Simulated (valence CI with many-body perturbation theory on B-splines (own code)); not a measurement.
# Cs²³⁺: what each term of the Hamiltonian does

Computed by relativistic CI+MBPT: four valence electrons over a frozen Dirac-Fock core [Ar] 3d10, radial functions for each j: 11 s, 11 p, 9 d, 7 f, 5 g, 2 h, 1 i, with the one-electron correlation potential Σ1, the two-electron term Σ2, the three-electron term Σ3, Breit, model QED; selected CI, second order for the rest (own B-spline code, finite nucleus).

No measured levels were compared; by estimate levels hold to about 250 cm⁻¹ or 0.2 % of their energy and the worst to 1 %, as in measured heavy ions of charge 2 to 7; those with d or f electrons hold less well.

Each rung adds one term. CI alone is the Dirac-Coulomb CI over the frozen core; QED comes last and gives the full result, which names the levels. Energies are above (4s^2 4p1/2^2) J=0 on the same rung, in cm⁻¹.

Levels are named by their leading jj configuration (3d3/2^4 stands for four electrons in 3d with j = 3/2), which in mixed levels can hold well under half, so a name can repeat and another be missing. Letters in brackets count levels of one name in rising energy.

| Level | CI alone |
| --- | --- |
| (4s^2 4p1/2 4p3/2) J=1 | 127864 |
| (4s^2 4p1/2 4p3/2) J=2 | 148931 |
| (4s^2 4p3/2^2) J=2 | 292776 |
| (4s^2 4p3/2^2) J=0 | 342322 |
| (4s 4p1/2^2 4p3/2) J=2 | 536329 |
| (4s 4p1/2^2 4p3/2) J=1 | 614170 |
| (4s 4p1/2 4p3/2^2) J=2 [a] | 663999 |
| (4s 4p1/2 4p3/2^2) J=3 | 700968 |
| (4s 4p1/2 4p3/2^2) J=0 | 744915 |
| (4s 4p1/2 4p3/2^2) J=1 [a] | 762618 |
| (4s 4p1/2 4p3/2^2) J=2 [b] | 765974 |
| (4s 4p1/2 4p3/2^2) J=1 [b] | 815975 |
| (4s^2 4p1/2 4d3/2) J=2 | 856215 |
| (4s 4p3/2^3) J=2 | 887765 |
| (4s^2 4p1/2 4d5/2) J=3 | 918386 |
| (4s^2 4p1/2 4d5/2) J=2 | 944800 |

What do these energies become with core correlation, Breit and QED?

(4s^2 4p1/2 4p3/2) J=1 127903 (+38); (4s^2 4p1/2 4p3/2) J=2 148487 (-444); (4s^2 4p3/2^2) J=2 292161 (-615); (4s^2 4p3/2^2) J=0 340762 (-1560); (4s 4p1/2^2 4p3/2) J=2 537760 (+1431); (4s 4p1/2^2 4p3/2) J=1 612496 (-1674); (4s 4p1/2 4p3/2^2) J=2 [a] 664747 (+747); (4s 4p1/2 4p3/2^2) J=3 700827 (-141); (4s 4p1/2 4p3/2^2) J=0 743606 (-1308); (4s 4p1/2 4p3/2^2) J=1 [a] 760224 (-2394); (4s 4p1/2 4p3/2^2) J=2 [b] 763540 (-2434); (4s 4p1/2 4p3/2^2) J=1 [b] 807047 (-8928); (4s^2 4p1/2 4d3/2) J=2 853816 (-2399); (4s 4p3/2^3) J=2 884475 (-3290); (4s^2 4p1/2 4d5/2) J=3 914082 (-4304); (4s^2 4p1/2 4d5/2) J=2 936174 (-8625).

How does the ionisation energy move along the ladder, and which term matters most?

CI alone 753.93, + Σ1 755.39, + Σ2 755.39, + Σ3 755.28, + Breit 754.64, + QED 754.67 eV. The largest step is Σ1, 1.46 eV. NIST lists 753 ± 4 eV (theoretical).
